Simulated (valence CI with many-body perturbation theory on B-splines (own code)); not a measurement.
## Assign the levels of Pr+

Calculated by valence CI with perturbative core correlation (CI+MBPT): four valence electrons over a frozen Dirac-Fock core [Xe], radial functions for each j: 8 s, 8 p, 9 d, 9 f, 6 g, 3 h, 2 i, with the one-electron correlation potential Σ1 (screened to all orders), the two-electron term Σ2, the three-electron term Σ3, Breit, model QED; the open f shell's mean field enters the energy denominators; selected single and double excitations, second order for the rest, scaled by the run's own slope (own B-spline code, finite nucleus).

Against 19 measured levels this calculation errs by 1500 cm⁻¹ on average and by 2587 at most. These come from a selection out of the NIST Handbook of Basic Atomic Spectroscopic Data. Levels without a partner in it may be off by more, other configurations by several thousand cm⁻¹. Among the levels kept, up to 880 cm⁻¹ of a level comes from second order outside the variational space, and about a tenth of that is noise between levels of different J, which matters for small intervals.

| No. | J | Parity | E (eV) | g |
| --- | --- | --- | --- | --- |
| 1 | 4 | odd | 0.0000 | 0.606 |
| 7 | 7 | odd | 0.3258 | 0.914 |
| 11 | 8 | odd | 0.5011 | 1.043 |
| 12 | 7 | odd | 0.5077 | 1.053 |
| 13 | 8 | odd | 0.5913 | 1.248 |
| 15 | 3 | odd | 0.6709 | 0.555 |
| 16 | 8 | odd | 0.6721 | 1.149 |
| 17 | 7 | odd | 0.6776 | 1.144 |
| 18 | 9 | odd | 0.6844 | 1.133 |

Energies count from the lowest level. Strongly mixed levels and levels close to another of their J and parity, and those with J = 0 are left out, so the numbers can have gaps.

Q: Give configuration and LS term of each level.

A: 1: 4f3 6s 5I°; 7: 4f3 5d 5L°; 11: 4f3 5d 5L°; 12: 4f3 5d 5K°; 13: 4f3 6s 5I°; 15: 4f3 5d 5H°; 16: 4f3 5d 5K°; 17: 4f3 6s 3I°; 18: 4f3 5d 5L°.
